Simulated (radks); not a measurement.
Results of a calculation; reference values are marked as such.
Species: Li I. Configuration: [He] 2s1. Code: a radial shooting solver on a logarithmic mesh with Libxc functionals. Model: non-relativistic Kohn-Sham, PBE, spin-polarised, spherical densities, point nucleus; open shells are filled with parallel spins first.

X-ray form factor f0, the Fourier transform of the density (f0(0) = 3):

| sin(theta)/lambda (1/angstrom) | f0 (electrons) |
|---|---|
| 0.05 | 2.717 |
| 0.1 | 2.229 |
| 0.15 | 1.906 |
| 0.2 | 1.734 |
| 0.25 | 1.616 |
| 0.3 | 1.502 |
| 0.4 | 1.260 |
| 0.5 | 1.023 |
| 0.6 | 0.816 |
| 0.8 | 0.510 |
| 1 | 0.321 |
| 1.25 | 0.185 |
| 1.5 | 0.111 |
| 2 | 0.046 |
